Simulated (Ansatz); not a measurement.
Reaction (β-hydride elimination): `BN[SiH2]OC` → `BN[SiH3]` + `C=O`

Isolated molecules relaxed with PBE0-D4/def2-TZVP in Ansatz; ΔE leaves out vibrations. CCSD(T)/CBS is the MP2 limit (def2-TZVPP, def2-QZVPP) plus CCSD(T) − MP2 in def2-TZVPP, frozen cores. This one scheme is used for every species. DFT in def2-TZVPP. Each species was taken in one conformer, which may not be the lowest.

`BN[SiH2]OC`:

Cartesian coordinates in Å:
```
B 1.207 2.011 -1.357
N 0.962 1.331 -0.158
Si 0.496 -0.328 -0.001
O -1.059 -0.374 0.514
C -1.685 -1.545 0.985
H 1.516 3.168 -1.330
H 1.108 1.416 -2.391
H 1.045 1.864 0.697
H 0.666 -0.967 -1.327
H 1.340 -1.009 1.020
H -1.909 -2.234 0.163
H -2.624 -1.263 1.464
H -1.064 -2.070 1.721
```

`BN[SiH3]`:

Z-matrix (Å, degrees):
```
Si
N 1 1.745
H 1 1.487 2 110.4
H 1 1.480 2 107.6 3 -120.5
H 1 1.487 2 110.4 3 119.0
B 2 1.399 1 126.7 3 120.4
H 2 1.011 1 116.7 3 -59.6
H 6 1.198 2 119.6 1 -180.0
H 6 1.198 2 119.0 1 -0.0
```

`C=O`:

Cartesian coordinates in Å:
```
C 0.001 0.000 0.005
O -0.298 0.095 -1.149
H 0.159 -0.984 0.492
H 0.138 0.889 0.652
```

CCSD(T)/CBS gives +2.19 eV.

(1) Another level gave +2.23 eV. Which?
A. PBE/def2-TZVPP
B. r2SCAN-D4/def2-TZVPP
C. ωB97M-V/def2-TZVPP
D. SCS-MP2/def2-TZVPP

Largest T1 diagnostic among the species: 0.015.

Answers

(1) B. r2SCAN-D4 2.23, ωB97M-V 2.19, SCS-MP2/def2-TZVPP 2.10, PBE 2.00 eV.

The D4 term adds +0.12 eV with B3LYP and +0.07 eV with PBE0; it sums over pairs of atoms, weighted by their polarisabilities, and B3LYP, whose exchange is more repulsive, gets the larger term. In def2-TZVPP, CCSD(T) changes the Hartree–Fock value by +0.12 eV (the triples alone add −0.01 eV) and MP2 by +0.23 eV. From PBE to PBE0 (25 % exact exchange), in def2-TZVPP and without D4, ΔE moves by +0.17 eV.

B3LYP here is the variant with VWN-RPA as its local correlation; programs differ in this.
